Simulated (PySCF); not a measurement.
I₂Sn, charge -1, multiplicity 2. Atoms are numbered in the order given.

```xyz
3

Sn     0.0000     0.0000     1.2698
I      0.0000     2.2772    -0.5990
I      0.0000    -2.2772    -0.5990
```
Charge -1, spin multiplicity 2.

Coordinates come from a B3LYP-D3(BJ)/def2-SVPD optimisation. The multiplicity is an assumed one; other spin states were not compared. The isomer is the one that the SMILES or the coordinates give; other isomers of the formula were not compared. The def2 effective core potentials stand for the cores of I, Sn; spin–orbit coupling is left out.

Level of theory: CAM-B3LYP/def2-TZVPD run with PySCF.

Mulliken values depend strongly on the basis, most of all with diffuse functions as here. ESP charges are fitted to the potential on shells at 1.4 to 2.0 van der Waals radii. Atomic charges (e):

```tsv
atom	ESP fit	Mulliken	Mulliken spin
Sn1	-0.09	0.02	0.99
I2	-0.45	-0.51	0.00
I3	-0.45	-0.51	0.00
```
